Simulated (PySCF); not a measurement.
Ga₂H₄, SMILES [GaH2][GaH2]. Heavy atoms are numbered as in [GaH2:1][GaH2:2]. Hydrogens are named by the atom that carries them.

Coordinates come from a PBE0-D3(BJ)/def2-TZVP optimisation.

Level of theory: PBE/pcSseg-2 run with PySCF.

GIAO shieldings, no solvent; atoms alike by connectivity are averaged. δ = σ(ref) − σ: ¹H against TMS (σ = 31.47 ppm), references at their B3LYP-D3(BJ)/def2-TZVP geometries, non-relativistic.

```tsv
nucleus	atoms	count	δ (ppm)
¹H	H on Ga1	4	8.37
```
